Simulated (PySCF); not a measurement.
Ligands exchanged one at a time, Ga CH3-NH2. All species are isolated molecules in the gas phase. One relaxed conformer stands for each flexible species; it need not be the lowest. Strings in code marks are SMILES.

The S1 excitation (TDA) from two functionals at the same geometries (B3LYP-D3(BJ)/def2-TZVP), both in PySCF: PBE-D3(BJ)/def2-TZVP and B3LYP-D3(BJ)/def2-TZVP. B3LYP has the VWN-RPA correlation part, as in Gaussian. Excitations are Tamm–Dancoff values on a coarser integration grid. The basis has no diffuse functions, so Rydberg states are missing or too high.

```
species                                                 PBE-D3(BJ)/def2-TZVP (eV)
------------------------------------------------------  -------------------------
0 of 3 CH3 replaced by NH2 (`[CH3][Ga]([CH3])[CH3]`)                         4.94
1 of 3 CH3 replaced by NH2 (`[CH3][Ga]([CH3])[NH2]`)                         5.51
2 of 3 CH3 replaced by NH2 (`[Ga]([NH2])([CH3])[NH2]`)                       4.87
3 of 3 CH3 replaced by NH2 (`[NH2][Ga]([NH2])[NH2]`)                         4.76
```

Question: What does B3LYP-D3(BJ)/def2-TZVP give for each?

Answer: 
- 0 of 3 CH3 replaced by NH2 (`[CH3][Ga]([CH3])[CH3]`): 5.18
- 1 of 3 CH3 replaced by NH2 (`[CH3][Ga]([CH3])[NH2]`): 5.98
- 2 of 3 CH3 replaced by NH2 (`[Ga]([NH2])([CH3])[NH2]`): 5.36
- 3 of 3 CH3 replaced by NH2 (`[NH2][Ga]([NH2])[NH2]`): 5.29
Over these rows, drawn at random from the members with no instability flagged (it was tested for open shells, ions and some series alone), PBE minus B3LYP-D3(BJ): mean -0.44 eV, from -0.53 eV to -0.24 eV.
